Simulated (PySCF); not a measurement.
Delta-SCF ions had no search for a lower state. Excitations are Tamm–Dancoff values on a coarser integration grid. The basis has no diffuse functions, so Rydberg states are missing or too high.

Cartesian coordinates (Å):
```xyz
26

B     -0.0135    -4.5328    -0.2687
P     -1.5949    -3.7456     0.3064
B     -1.6102    -1.8694     0.2979
P     -3.1841    -0.8911     0.4471
B     -3.2099     0.9151     0.1186
P     -1.6078     1.8535     0.1800
B     -1.6094     3.6914    -0.0740
P      0.0100     4.5490    -0.1238
B      1.6260     3.6838    -0.1000
P      1.6199     1.8456     0.1517
B      3.2158     0.8992     0.0602
P      3.1872    -0.9066     0.3908
B      1.6060    -1.8773     0.2700
P      1.5817    -3.7535     0.2785
P      0.0012    -0.9356     0.4003
B      0.0047     0.9236     0.2710
H     -0.0204    -5.6343    -0.7480
H     -2.7016    -4.2333    -0.4261
H     -4.3346    -1.5939     0.0323
H     -4.2439     1.5005    -0.0473
H     -2.6457     4.2865    -0.1763
H      0.0113     5.9334    -0.3788
H      2.6631     4.2737    -0.2226
H      4.2498     1.4796    -0.1223
H      4.3267    -1.6152    -0.0438
H      2.6730    -4.2464    -0.4734
```
Charge 0, spin multiplicity 1.

**Question.** What T1 excitation (TDA), HOMO, vertical electron affinity (Delta-SCF), LUMO and brightest of the four lowest singlets (TDA) does PySCF with ωB97X-D3(BJ)/def2-SVP // B3LYP-D3(BJ)/def2-SVP give?

**Answer.** 
| Property | Result |
|---|---|
| T1 excitation (TDA) | 3.11 eV |
| HOMO | -8.18 eV |
| vertical electron affinity (Delta-SCF) | 1.14 eV |
| LUMO | -0.84 eV |
| brightest of the four lowest singlets (TDA) | 3.77 eV |
